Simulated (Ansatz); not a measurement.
Computed with Ansatz on PBE0-D4/def2-TZVP structures; ΔE is electronic, products minus reactants. CBS: MP2 limit from def2 TZ/QZ plus the TZ coupled-cluster correction, frozen cores. This one scheme is used for every species. Functionals use def2-TZVPP. For As outer-core shells are correlated without core-valence functions, which leaves a few kJ/mol of doubt a bond. Scalar relativity is left out up to krypton. One conformer a species, not always the lowest.

Consider the ligand exchange at the As–S bond: `[SiH3]S[AsH][SiH3]` + CH₃OH → `CO[AsH][SiH3]` + `[SiH3]S`.

```tsv
species	PBE energy (Eh)
`[SiH3]S[AsH][SiH3]`	-3216.50690
CH₃OH	-115.63194
`CO[AsH][SiH3]`	-2642.32114
`[SiH3]S`	-689.79607
```

Question: Work out ΔE.

Answer: ΔE = (-2642.32114) + (-689.79607) − (-3216.50690) − (-115.63194) = 0.02163 Eh = +56.8 kJ/mol. CCSD(T)/CBS gives +61.3 kJ/mol.

Largest T1 diagnostic among the species: 0.012.

In def2-TZVPP, CCSD(T) changes the Hartree–Fock value by +5.9 kJ/mol (the triples alone add +1.6 kJ/mol) and MP2 by +13.5 kJ/mol. The D4 term adds +7.7 kJ/mol with B3LYP and +4.2 kJ/mol with PBE0; it sums over pairs of atoms, weighted by their polarisabilities, and B3LYP, whose exchange is more repulsive, gets the larger term.

B3LYP here is the variant with VWN-RPA as its local correlation; programs differ in this.
